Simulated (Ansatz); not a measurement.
CH$_{3}$GeNO (`O[C]1=[N][GeH2]1`), relaxed with RKS PBE0-D4/def2-TZVP in Ansatz 0.2.0 from a PBE-D4/def2-SVP geometry. The force threshold is 0.005 eV/Å; the program also tests the step.

The species carries charge 0 and has multiplicity 1.

Start:

```xyz
7

O     1.143    0.005   -1.586
C     0.444   -0.132   -0.459
N     0.462   -0.978    0.501
Ge   -0.902    0.450    0.722
H     1.787   -0.742   -1.606
H    -0.582    1.445    1.853
H    -2.351   -0.048    0.574
```

Q: How much energy does the relaxation release, and in how many steps? (Best estimate.)

A: The calculation gave: 0.04 eV, in 7 steps.

Q: Which bonds change most? (Estimate.)

A: The calculation gave: N3–Ge4 from 1.987 to 1.938 Å; C2–Ge4 from 1.883 to 1.861 Å; O1–H5 from 0.987 to 0.972 Å; Ge4–H7 from 1.540 to 1.525 Å.

Q: Give the relaxed structure. (Estimate.)

A: The calculation gave: 
```xyz
7

O     1.137   -0.001   -1.572
C     0.434   -0.123   -0.457
N     0.459   -0.963    0.488
Ge   -0.884    0.412    0.743
H     1.774   -0.735   -1.596
H    -0.587    1.441    1.828
H    -2.333   -0.031    0.566
```
